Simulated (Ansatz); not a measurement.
Job for Ansatz (a program for electronic structure): U-CCSD(T)/cc-pVTZ on CH3N (SMILES C[N]), 2S+1 = 1, a spin state set in the input, which need not be the lowest.

Ansatz 0.2 input:
```yaml
crystal:
  periodic: [false, false, false]
  atoms:
    - {symbol: C, position_ang: [-0.53329543, 0.06063922, 0.04042153]}
    - {symbol: N, position_ang: [0.85402072, -0.09710781, -0.06473114]}
    - {symbol: H, position_ang: [-0.87228028, -0.09288356, 1.07789668]}
    - {symbol: H, position_ang: [-0.84183915, 1.07256138, -0.26885017]}
    - {symbol: H, position_ang: [-1.06425307, -0.66375846, -0.59845768]}
basis:
  gaussian:
    orbitals: cc-pVTZ
correlation: {method: ccsd_t, electrons: outside_noble_gas}
scf: {omitted_lower_state_checks: [cluster_reference]}
magnetization: {spin_polarized: true, initial_magnetization: 0}
```

Output:

```
WARN ansatz: RAYON_NUM_THREADS=1 ignored (pool sized by the plan → 1); use --threads N
Functional definition: HF
these checks for a lower state are left out or cut short: cluster_reference
integrals: 0.18 GiB planned
577 factors; integrals over basis functions are off by at most 1.1e-3 eV
mean field: 0.19 GiB planned
mean field evaluation 1: about -2554.5301 eV, gradient 1.4e1 eV
mean field evaluation 2: about -2554.5314 eV, gradient 1.4e1 eV
mean field evaluation 4: about -2556.0652 eV, gradient 1.9e0 eV
mean field evaluation 8: about -2556.1167 eV, gradient 5.0e-4 eV
mean field evaluation 16: about -2556.1189 eV, gradient 6.5e-1 eV
mean field evaluation 32: about -2558.0376 eV, gradient 1.9e-8 eV
mean field evaluation 64: about -2558.0376 eV, gradient 5.3e-5 eV
mean field evaluation 96: about -2557.9162 eV, gradient 5.8e0 eV
mean field -2558.03757811 eV, -94.0061470952 hartree, gradient 1.3e-6 eV, S^2 1.013751; 11 other end points of the search recorded, 0 dependent functions left out
2 core orbitals not correlated
reference -2558.03757811 eV, -94.0061470952 hartree; 6, 6 occupied and 94, 94 virtual orbitals, 577 factors
second order -8.42245740 eV of doubles, -0.00000000 eV of singles
coupled cluster: 0.66 GiB planned
cycle   1  -9.01844898 eV  change   -6.0e-1 eV  update   6.7e-2
cycle   2  -9.29955729 eV  change   -2.8e-1 eV  update   2.8e-2
cycle   3  -9.37252587 eV  change   -7.3e-2 eV  update   2.0e-2
cycle   4  -9.39494736 eV  change   -2.2e-2 eV  update   1.4e-2
cycle   5  -9.43114852 eV  change   -3.6e-2 eV  update   1.1e-2
cycle   6  -9.45497130 eV  change   -2.4e-2 eV  update   7.0e-3
cycle   7  -9.46930782 eV  change   -1.4e-2 eV  update   3.6e-3
cycle   8  -9.47211992 eV  change   -2.8e-3 eV  update   9.5e-4
cycle   9  -9.47231940 eV  change   -2.0e-4 eV  update   3.3e-4
cycle  10  -9.47248277 eV  change   -1.6e-4 eV  update   1.2e-4
cycle  11  -9.47253085 eV  change   -4.8e-5 eV  update   5.3e-5
cycle  12  -9.47250647 eV  change    2.4e-5 eV  update   1.8e-5
cycle  13  -9.47249131 eV  change    1.5e-5 eV  update   9.3e-6
cycle  14  -9.47249053 eV  change    7.8e-7 eV  update   5.1e-6
coupled cluster: 0.66 GiB planned
perturbative correction -0.44139966 eV, -0.0162211384 hartree
WARN: the results are in doubt because among natural orbitals full CI differs from the method by +1.648 eV
Total energy: -2567.95146829 eV, -94.3704758398 hartree
In doubt: among natural orbitals full CI differs from the method by +1.648 eV
Checks for a lower state left out: cluster_reference
```

The run converged. Its determinant has ⟨S²⟩ = 1.01, a mixture of spin states.

Warnings raised: large difference.

Cost: roughly 17 core-seconds.
